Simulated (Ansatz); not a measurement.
Isomers of Si4H8 (singlet), relaxed with r2SCAN-D4/def2-SVP; total energies from Ansatz at CCSD(T)/def2-TZVP.

| isomer | description | energy (Eh) |
| --- | --- | --- |
| A | point group D2d; 4 × Si–Si 2.37 Å; 8 × H–Si 1.50 Å | -1160.97715 |
| B | point group not assigned; 4 × Si–Si 2.33 to 2.34 Å; 8 × H–Si 1.49 to 1.50 Å | -1160.94737 |

Correlated methods freeze 20 core orbitals.

The isomers come from a short search, and lower ones may exist.

Question: Work out the relative energies (1 Eh = 2625.5 kJ/mol) and the Boltzmann populations at 800 K from electronic energies alone (R = 8.314 J/mol/K).

Answer: ΔE: A 0.0, B 78.2 kJ/mol. RT = 6.65 kJ/mol. Factors exp(−ΔE/RT): A 1, B 7.82e-06; sum 1.000. Populations: A 100.0 %, B 0.0 %. Zero-point energy, vibrational entropy and symmetry numbers are left out and can shift these; an error of 4 kJ/mol changes a ratio by a factor of 1.8. Over the other density-functional and correlated levels in def2 sets, the gap between A and B ranges from 73 to 79 kJ/mol.
